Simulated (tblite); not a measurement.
A tight-binding relaxation on `C#C[SiH2]CC[SiH2]` [radical].

Computed with GFN2-xTB geometry optimisation, gas phase (tblite 0.8.0). Start geometry: from a force field or distance geometry. The input is one job of a driver script: a line of settings, then coordinates in Å.

Command:
```bash
OMP_NUM_THREADS=1 python probes_run.py task.json out
```

Input:
```
{"job": {"kind": "relax", "xc": "GFN2-xTB", "basis": "xTB"}, "charge": 0, "multiplicity": 2}
C      1.334700     2.707000     0.064000
C      1.519000     1.510900    -0.064900
Si     1.797400    -0.286800    -0.218300
C      0.115100    -1.085000    -0.267000
C     -0.888300    -0.041000     0.150300
Si    -2.579000    -0.835700     0.108700
H      1.150600     3.753400     0.151000
H      2.487100    -0.770500     0.979300
H      2.551900    -0.531300    -1.455400
H     -0.124100    -1.359300    -1.310400
H      0.042400    -2.006000     0.338500
H     -0.886500     0.834700    -0.530500
H     -0.673700     0.342200     1.178900
H     -3.451900    -0.036000    -0.747200
H     -2.399100    -2.188500    -0.410100
```

Output:
```
step      E/eV     max force
  0    -447.47503    2.210
  1    -447.49102    4.331
  2    -447.56360    0.917
  3    -447.58764    0.411
  4    -447.61349    0.299
  5    -447.63507    0.350
  6    -447.64494    0.247
  7    -447.65707    0.262
  8    -447.67116    0.346
  9    -447.68777    0.436
... (98 lines left out)
108    -447.82519    0.017
109    -447.82523    0.030
110    -447.82529    0.018
111    -447.82537    0.025
112    -447.82551    0.036
113    -447.82567    0.038
114    -447.82579    0.023
115    -447.82583    0.011
116    -447.82584    0.011
117    -447.82585    0.010
```

«max force» is the largest atomic force in eV/Å.

Task: From which step on does the largest force stay under 0.1 eV/Å, and how much energy is left to gain from there?

Result: From step 80 (0.050 eV/Å), 7.1 meV above the end.

In short: energy lowered by 8.1 kcal/mol over 117 steps; largest atomic force 0.010 eV/Å at the end.

On an Arm Neoverse V2 with one thread, no GPU, shared host, this took 0.62 s wall.
Labels such as C1 count atoms from 1, the log's own numbers from 0.
